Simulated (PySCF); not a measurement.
**Towards the basis-set limit for GeTe**

State: ¹Σ⁺, singlet, closed shell. De refers to Ge + Te. RHF-based CCSD(T) in PySCF 2.14 with Ge cc-pwCVDZ-PP with ECP10, Te aug-cc-pVDZ-PP with ECP28 and Ge cc-pwCVTZ-PP with ECP10, Te aug-cc-pVTZ-PP with ECP28 (frozen core orbitals: 13; scalar-relativistic core potentials). Correlation energies are extrapolated as n⁻³ (n = 2, 3), Hartree–Fock as (n+1)·exp(−9√n). CV is the change on freezing 8 orbitals instead, in Ge cc-pwCVTZ-PP with ECP10, Te cc-pwCVTZ-PP with ECP28.

```tsv
Level	Re (Å)	ωe (cm⁻¹)	ωexe (cm⁻¹)	αe (cm⁻¹)	De (eV)
CCSD(T)/DZ	2.3767	313.7	0.632	0.000169	3.989
CCSD(T)/TZ	2.3590	320.5	0.611	0.000167	4.231
HF/CBS	2.3226	351.7	0.508	0.000142	2.079
MP2/CBS	2.3403	332.9	0.480	0.000154	4.435
CCSD/CBS	2.3363	338.8	0.534	0.000152	3.988
CCSD(T)/CBS	2.3541	323.2	0.606	0.000166	4.337
CCSD(T)/CBS+CV	2.3424	324.6	0.613	0.000168	4.432
```

How much is left between CCSD(T)/TZ and the basis-set limit, and how much do the triples give at the limit?

CCSD(T)/CBS less CCSD(T)/TZ: -4.9 mÅ in Re, +2.7 cm⁻¹ in ωe and +0.106 eV in De. CCSD(T)/CBS less CCSD/CBS: +17.8 mÅ in Re, -15.6 cm⁻¹ in ωe and +0.349 eV in De.

What do the later terms add?

CV: -11.7 mÅ in Re, +1.4 cm⁻¹ in ωe and +0.095 eV in De, each against the row above.

Measured (Huber and Herzberg, Constants of Diatomic Molecules (1979)): Re = 2.340165 Å, ωe = 323.9 cm⁻¹, ωexe = 0.75 cm⁻¹. The last row is off by 2.2 mÅ and 0.7 cm⁻¹.

The T1 diagnostic is 0.027, large enough to doubt a single reference. The open-shell atoms are computed with UHF. Spin–orbit coupling, excitations beyond (T) and corrections to the Born–Oppenheimer picture are left out, and spin–orbit coupling matters for open p, d or f shells this heavy.

The whole job (state search and all basis sets along the bond) took about 31 min on 4 threads of Intel Xeon Platinum 8259CL @ 2.50GHz (shared host), peak memory 8.6 GiB.
